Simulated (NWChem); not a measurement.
Molecule: C$_{4}$H$_{7}$F; SMILES C[C@H]1C[C@@H]1F

Computed with NWChem. Pople sets run with spherical d functions. Structure relaxed at the B3LYP/6-31G* (spherical d) level. Static field.

Q: Among these, which level gives the lowest value of “isotropic polarisability (bohr³)”?
(A) PBE/6-31+G*
(B) LC-BLYP (range parameter 0.33 per bohr)/6-31+G*
(C) Hartree-Fock/6-31+G*
(D) B3LYP/6-31+G*

A: C, Hartree-Fock/6-31+G*. Values: Hartree-Fock/6-31+G* 42.9; LC-BLYP (range parameter 0.33 per bohr)/6-31+G* 45.7; B3LYP/6-31+G* 46.0; PBE/6-31+G* 47.4
